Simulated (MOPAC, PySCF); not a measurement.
H₇BN₂Si, SMILES `NB(N)[SiH3]`, neutral singlet in the gas phase. 

Cartesian coordinates (Å):
SMILES: NB(N)[SiH3]
```xyz
11

N     -0.0097     1.6496     0.0218
B      0.3097     0.2727     0.0053
N      1.6528    -0.1679    -0.0251
Si    -1.1984    -1.0833     0.0018
H     -0.9544     1.9870     0.0573
H      0.6764     2.3878     0.0100
H      2.4471     0.4521    -0.0378
H      1.9105    -1.1379    -0.0221
H     -2.5011    -0.4505     0.3457
H     -1.3653    -1.7236    -1.3313
H     -0.9674    -2.1858     0.9743
```
Charge 0, spin multiplicity 1.

All levels are single points at this geometry (B3LYP-D3(BJ)/def2-TZVP); Pople sets use spherical d functions. Orbital energies aren't observables, and empty levels follow the basis.

HF/6-31G* in PySCF gives gap (eV) = 14.61.

**Question.** Estimate the gap (eV) from each of these levels: B3LYP-D3(BJ)/def2-TZVP in PySCF; B3LYP/6-311+G** in PySCF; B3LYP/LANL2DZ in PySCF; BP86/6-31G* in PySCF; M06-2X/6-31G* in PySCF; AM1 in MOPAC; PM3 in MOPAC; PM7 in MOPAC.

**Answer.** 
| level | gap (eV) |
|---|---|
| B3LYP-D3(BJ)/def2-TZVP in PySCF | 7.22 |
| B3LYP/6-311+G** in PySCF | 6.57 |
| B3LYP/LANL2DZ in PySCF | 7.60 |
| BP86/6-31G* in PySCF | 5.48 |
| M06-2X/6-31G* in PySCF | 9.99 |
| AM1 in MOPAC | 10.57 |
| PM3 in MOPAC | 9.11 |
| PM7 in MOPAC | 9.69 |
